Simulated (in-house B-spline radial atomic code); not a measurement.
A fraction x of an electron is removed from 4d in Rh4+, starting from [Kr] 4d5 and keeping the highest spin. Level of theory: scalar-relativistic (X2C) RPBE, spin-polarised, spherical fractional occupations, Fermi nucleus of rms radius 4.4945 fm; calculated with a radial B-spline atomic code at the basis-set limit.

```
   x  E(x) - E(0) (eV)  4d up level (eV)
   0            0.0000           -56.291
0.12            6.8674           -58.168
0.18           10.3858           -59.113
 0.3           17.5932           -61.012
0.39           23.1488           -62.446
 0.5           30.1147           -64.210
 0.6           36.6163           -65.823
0.74           45.9904           -68.097
0.78           48.7273           -68.750
0.93           59.2243           -71.213
   1           64.2496           -72.369
```

The exact functional would give a straight line between the two integer points. Deviations E(x) - E(0) - x[E(1) - E(0)], in eV: -0.843 at x = 0.12, -1.179 at x = 0.18, -1.682 at x = 0.3, -1.909 at x = 0.39, -2.01 at x = 0.5, -1.933 at x = 0.6, -1.554 at x = 0.74, -1.387 at x = 0.78, -0.528 at x = 0.93.

The curve lies below the straight line by up to 2.01 eV (at x = 0.5): convex, the delocalisation error that favours fractional charges.

Task: How well does Slater's transition state (minus the level at half occupation) give the ionisation energy?

Result: It gives 64.210 eV against 64.250 eV from the two total energies; NIST lists 63.00 eV, ground level to ground level.
